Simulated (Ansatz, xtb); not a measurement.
**Relative energy of two isomers of CH7ClGeSi**

Structure a: `C[SiH2][GeH2][Cl]`, a singlet. Structure b: `[CH3][GeH2][SiH2]Cl`, a singlet. Both are isolated molecules in the gas phase, relaxed with B3LYP-D3(BJ)/def2-SVP, each in the lowest conformer that the search found.

a (Å):

```xyz
11

C    -1.3007   -1.9968   -0.2349
Cl    0.9168    0.2171   -2.4378
Ge   -1.1128    0.9743   -2.0184
Si   -2.3346   -1.0068   -1.4599
H    -1.7524   -2.9813   -0.0369
H    -0.2903   -2.1454   -0.6460
H    -1.2062   -1.4590    0.7214
H    -2.5544   -1.7651   -2.7258
H    -3.6650   -0.6294   -0.8944
H    -1.5655    1.7249   -3.2883
H    -0.9538    1.9885   -0.8643
```

b (Å):

```xyz
11

C    -0.3607    0.3898   -3.0210
Cl   -2.0630   -0.3470    0.4327
Ge   -0.4143   -1.5169   -2.5312
Si   -0.5331   -1.6604   -0.1480
H    -0.4613    0.5141   -4.1090
H     0.5900    0.8382   -2.6973
H    -1.1868    0.9141   -2.5192
H    -1.6701   -2.1860   -3.1337
H     0.8337   -2.2591   -3.0647
H    -0.8714   -3.0190    0.3613
H     0.7267   -1.2056    0.5068
```

Quicker runs give these differences E(b) − E(a): GFN2-xTB +4.19 kcal/mol; HF/STO-3G +1.73 kcal/mol (at GFN2-xTB geometries); r2SCAN-D4/def2-SVP +0.13 kcal/mol (at GFN2-xTB geometries).

Q: Estimate E(b) − E(a) at the level CCSD(T)/def2-SVP + ΔMP2/def2-TZVPP.

A: Not settled: CCSD(T)/def2-SVP + ΔMP2/def2-TZVPP gives E(b) − E(a) = −1.75 kcal/mol, but this leans on the basis-set step: CCSD(T) alone gives −0.63 kcal/mol.

Level by level:

| level | geometry | E(b) − E(a) (kcal/mol) | departure from the last row (kcal/mol) | job, with rough time for the two |
| --- | --- | --- | --- | --- |
| GFN2-xTB | GFN2-xTB | +4.19 | +5.94 | optimisation, 0.16 s |
| HF/STO-3G | GFN2-xTB | +1.73 | +3.48 | single point, 0.48 s |
| r2SCAN-D4/def2-SVP | GFN2-xTB | +0.13 | +1.87 | single point, 3.5 s |
| B3LYP-D3(BJ)/def2-SVP | B3LYP-D3(BJ)/def2-SVP | +0.43 | +2.18 | optimisation, 58 s |
| HF/def2-SVP | B3LYP-D3(BJ)/def2-SVP | +0.51 | +2.25 | part of the CCSD(T) run |
| MP2/def2-SVP | B3LYP-D3(BJ)/def2-SVP | −1.05 | +0.70 | part of the CCSD(T) run |
| CCSD(T)/def2-SVP | B3LYP-D3(BJ)/def2-SVP | −0.63 | +1.11 | single point |
| CCSD(T)/def2-SVP + ΔMP2/def2-TZVPP | B3LYP-D3(BJ)/def2-SVP | −1.75 |  | single point, 31 s |

As drawn, b has 1 C–Ge, 1 Cl–Si in place of 1 C–Si, 1 Cl–Ge.

GFN2-xTB, HF/STO-3G, HF/def2-SVP put the two in the other order. r2SCAN-D4/def2-SVP, B3LYP-D3(BJ)/def2-SVP find them nearly level. The largest departure from CCSD(T)/def2-SVP + ΔMP2/def2-TZVPP is that of GFN2-xTB, 5.94 kcal/mol. The last row adds to CCSD(T) the change of the MP2 difference between the two basis sets, here −1.11 kcal/mol.

With thermal terms from frequencies at re-optimised GFN2-xTB minima (ideal gas, soft modes damped towards free rotors, one conformer each, 298.15 K, 1 atm): on the last row, ΔE + ΔZPE = −1.39, ΔH = −1.47, ΔG = −1.08 kcal/mol.

The correlated steps freeze 20 core orbitals; the filled d shell of Ge is correlated, in a basis made for valence electrons. Programs: Ansatz 0.2.0, xtb 6.7.1; the last row on 2 threads of Intel(R) Xeon(R) 6975P-C (Granite Rapids) on a shared host.
